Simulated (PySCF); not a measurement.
C7H7FN2: full NMR table

```yaml
Formula: C7H7FN2
SMILES: C#Cc1c(C)nn(C)c1F
InChI: InChI=1S/C7H7FN2/c1-4-6-5(2)9-10(3)7(6)8/h1H,2-3H3
Point_group_of_the_computed_structure: C1
Degrees_of_unsaturation: 5
Carbon_signals: 7
Proton_signals: 3
```

Molfile (atoms numbered from 1):
```
C7H7FN2
     RDKit          3D

 17 17  0  0  0  0  0  0  0  0999 V2000
    2.6794    2.0668   -0.8557 C   0  0  0  0  0  0  0  0  0  0  0  0
    1.7155    1.4117   -0.5690 C   0  0  0  0  0  0  0  0  0  0  0  0
    0.5968    0.6321   -0.2336 C   0  0  0  0  0  0  0  0  0  0  0  0
    0.5602   -0.7446    0.1185 C   0  0  0  0  0  0  0  0  0  0  0  0
    1.7158   -1.6695    0.2265 C   0  0  0  0  0  0  0  0  0  0  0  0
   -0.6766   -1.1289    0.3628 N   0  0  0  0  0  0  0  0  0  0  0  0
   -1.4647   -0.0627    0.1882 N   0  0  0  0  0  0  0  0  0  0  0  0
   -2.8853   -0.1367    0.3753 C   0  0  0  0  0  0  0  0  0  0  0  0
   -0.7307    1.0078   -0.1688 C   0  0  0  0  0  0  0  0  0  0  0  0
   -1.3263    2.1788   -0.3970 F   0  0  0  0  0  0  0  0  0  0  0  0
    3.5194    2.6420   -1.1057 H   0  0  0  0  0  0  0  0  0  0  0  0
    1.3584   -2.6946    0.2436 H   0  0  0  0  0  0  0  0  0  0  0  0
    2.3939   -1.5258   -0.6121 H   0  0  0  0  0  0  0  0  0  0  0  0
    2.2685   -1.4739    1.1450 H   0  0  0  0  0  0  0  0  0  0  0  0
   -3.1968    0.4955    1.2095 H   0  0  0  0  0  0  0  0  0  0  0  0
   -3.4051    0.1884   -0.5276 H   0  0  0  0  0  0  0  0  0  0  0  0
   -3.1294   -1.1744    0.5902 H   0  0  0  0  0  0  0  0  0  0  0  0
  1  2  3  0
  2  3  1  0
  3  4  1  0
  4  5  1  0
  4  6  2  0
  6  7  1  0
  7  8  1  0
  7  9  1  0
  9 10  1  0
  9  3  2  0
  1 11  1  0
  5 12  1  0
  5 13  1  0
  5 14  1  0
  8 15  1  0
  8 16  1  0
  8 17  1  0
M  END
```

- PBE0/pcSseg-1 with gauge-including orbitals
- GFN2-xTB structure
- run in PySCF
- a single conformation, in vacuum, non-relativistic, equivalent nuclei averaged

Chemical shifts δ = σref − σ; 1H and 13C vs TMS; CFCl3 for 19F; NH3 for 15N, all at this level.

```tsv
carbon	δC, type	δH (multiplicity)	HMBC from (2–3 bonds)	span of the C tensor (ppm)
C1	91.6, CH	2.87 (s)	–	183
C2	77.1, C	–	H11	289
C3	89.2, C	–	H11, H12/H13/H14	90
C4	153.7, C	–	H12/H13/H14	173
C5	16.2, CH3	2.42 (s)	–	30
C8	36.1, CH3	3.84 (s)	–	56
C9	166.3, C	–	H15/H16/H17	106
```

Other nuclei:
```tsv
atoms	nucleus	environment	δ (ppm)	σ (ppm)
F10	19F	aryl fluorine	-133.8	304.8
N6	15N	pyridine-type nitrogen of an azole	318.7	-50.9
N7	15N	pyrrole-type ring nitrogen	200.7	67.0
```

1. Carbon types of the structure: 4 × C, 1 × CH, 2 × CH3, which accounts for all hydrogens.
2. δC 166.3: aromatic carbon bearing fluorine; an ipso carbon deshielded by its heteroatom.
3. δC 153.7: substituted aromatic carbon next to a ring nitrogen.
4. δC 91.6: terminal alkyne carbon; sp carbons lie upfield of alkene carbons because the cylindrical π system leaves one tensor component strongly shielded.
5. δC 89.2: substituted aromatic carbon.
6. δC 77.1: alkyne carbon; the triple bond shields along its axis, which puts it between sp3 and sp2 carbons.

Splittings by 19F in the carbon and heteronuclear signals aren't shown, as no couplings were computed. Shifts are as computed. Against solution values, carbons near 30 ppm lie about +3 ppm off and those near 130 ppm about +5 ppm. Of 1211 compounds with measured shifts, 218 miss one by over three times the rms of a fit or turn the order of signals round; such compounds aren't used in these exercises. Unscaled 19F shifts against computed CFCl3 carry errors that often reach 10 to 50 ppm. Experimental scales use liquid or dissolved standards, which lie at an offset from isolated NH3 (liquid NH3: subtract about 20 ppm). Unscaled 15N shifts of sp2 nitrogen come out 20 to 40 ppm too high even then. Multiplicities follow the n + 1 count of equivalent neighbours, as no J values were calculated; m marks all less simple cases, F and P coupling included.
